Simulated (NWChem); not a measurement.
# ZnNH3; SMILES [NH2][ZnH]

```xyz
5

Zn    -0.0074    -0.3688    -0.0406
H     -0.0092    -1.8988    -0.0501
N     -0.0023     1.4434    -0.1445
H     -0.8193     1.9776     0.1367
H      0.8216     1.9687     0.1333
```
Atoms are numbered in this order, from 1.

Level: PBE0/def2-SVP (NWChem), optimised geometry, unscaled harmonic frequencies. 

```csv
frequency (cm⁻¹),IR intensity (km/mol)
300,196.0
437,57.7
474,75.0
682,36.7
711,77.9
1536,9.7
1899,120.0
3588,4.9
3678,11.1
```

zero-point energy: 19.0 kcal/mol
thermal correction to the enthalpy at 298.15 K (with zero-point energy): 22.1 kcal/mol
heat capacity Cv: 12.1 cal/(mol K)
entropy at 298.15 K and 1 atm (symmetry number 1): 62.5 cal/(mol K)
dipole moment: 1.00 D

Rigid rotor and harmonic oscillator.
